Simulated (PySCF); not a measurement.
C3H9Al, charge +1, doublet, at a GFN2-xTB geometry (such geometries of metal compounds can be far from the true shape) (a state made from the parent by changing its charge; the spin is typed, not shown lowest). Base run: CCSD/STO-3G in PySCF.

Input for PySCF:
```python
from pyscf import gto, scf, cc

mol = gto.Mole()
mol.atom = '''
    Al   -0.11017492   -0.11753443   -0.00666433
    C    -1.50958297   -1.50084963   -0.15485164
    H    -1.72462217   -1.73358950   -1.20610585
    H    -2.45001779   -1.17124687    0.30532003
    H    -1.19763804   -2.42823588    0.34418998
    C     0.07074410    1.67849991   -0.95581859
    H     1.08028348    1.76611445   -1.36618107
    H    -0.10898743    2.47585386   -0.23090264
    H    -0.67564031    1.71304257   -1.75118105
    C     1.58527878   -0.02234132    1.12024899
    H     1.64310521    0.95865353    1.59990056
    H     2.44785174   -0.16889424    0.46535812
    H     1.53929993   -0.81560399    1.86876561
'''
mol.basis = 'sto-3g'
mol.charge = 1
mol.spin = 1
mol.verbose = 4
mol.build()

mf = scf.UHF(mol)
mf.kernel()

mycc = cc.CCSD(mf)
mycc.kernel()
print('E(CCSD) = %.10f' % mycc.e_tot)
```

Each row names what was changed in the base input (with any setting that the change needs).

```csv
change,ΔE vs base (mEh),MP2 correlation (Eh),CC correlation without the perturbative part (Eh),basis functions
base,0.000,-0.19173,-0.25721,33
method = cisd,[?],-,-,33
cc.conv_tol = 1e-5,0.000,-0.19173,-0.25721,33
cc.diis_space = 3,0.000,-0.19173,-0.25721,33
frozen = 9,[?],[?],[?],33
density fitting = JK and correlation,-0.620,-0.19167,-0.25717,33
cc.diis_space = 10,0.000,-0.19173,-0.25721,33
cc.conv_tol = 1e-9,0.000,-0.19173,-0.25721,33
cc.direct = True,0.000,-0.19173,-0.25721,33
frozen = 7,[?],[?],[?],33
```

Fill in the missing entries.


- method = cisd, ΔE vs base (mEh): 28.542
- frozen = 9, ΔE vs base (mEh): 41.367
- frozen = 9, MP2 correlation (Eh): -0.16000
- frozen = 9, CC correlation without the perturbative part (Eh): -0.21584
- frozen = 7, ΔE vs base (mEh): 8.109
- frozen = 7, MP2 correlation (Eh): -0.18306
- frozen = 7, CC correlation without the perturbative part (Eh): -0.24910

Open shells are given as the SCF converged; they aren't shown to be the lowest states, and a large step between rows can be another state.
